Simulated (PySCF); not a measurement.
AlGeH$_{4}$O (calculated)

Calculation on a computer-drawn molecule: optimised geometry and harmonic frequencies of an isolated molecule of the commonest isotopes, restricted reference for singlets and unrestricted otherwise, frozen core in MP2; on germanium a core potential holds 10 electrons, which the energies leave out, and 3d is frozen in MP2 and coupled-cluster steps. Program: PySCF 2.14.0.

Entry: AlGeH$_{4}$O

Start structure:
```xyz
7
AlGeH4O
O     -0.4854     0.3499     2.0904
Al    -1.0863     1.1283     0.7879
Ge    -1.3581     0.5393    -1.5762
H     -0.1776     0.0107     2.9610
H     -1.5322     2.7012     1.4463
H      0.1922    -0.1136    -1.4057
H     -1.9222    -0.8827    -0.9497
```

Settings of this run: charge -1, multiplicity 1, method HF, basis aug-cc-pV(D+d)Z and basis and core potential on germanium aug-cc-pVDZ-PP ECP10MDF.

The calculation gives: rotational constants 22.85, 1.852, 1.738 GHz; total energy -612.5616 hartree; convergence status largest gradient component 9.824e-06 hartree/bohr.

Drawn bonds:
```csv
atom,other atom,order
1,2,1
2,3,1
1,4,1
2,5,1
3,6,1
3,7,1
```

Optimised structure:
```xyz
7
AlGeH4O
O      0.0908     0.4994     2.2540
Al    -1.0088     0.9165     0.9651
Ge    -0.7472     0.3965    -1.4578
H     -0.0381     0.9074     3.0912
H     -2.0692     1.9859     1.6026
H     -0.3007    -1.1250    -1.3573
H     -2.2963     0.1525    -1.7438
```

Modes:
```csv
frequency (cm⁻¹),reduced mass (dalton)
123.6,2.435
157.6,1.799
238,1.443
294.8,2.496
425.2,1.078
520.4,1.106
559.8,1.237
669.1,1.035
747,8.341
837.2,1.284
938.5,1.026
1732,1.04
1881,1.021
1906,1.019
4218,1.067
```
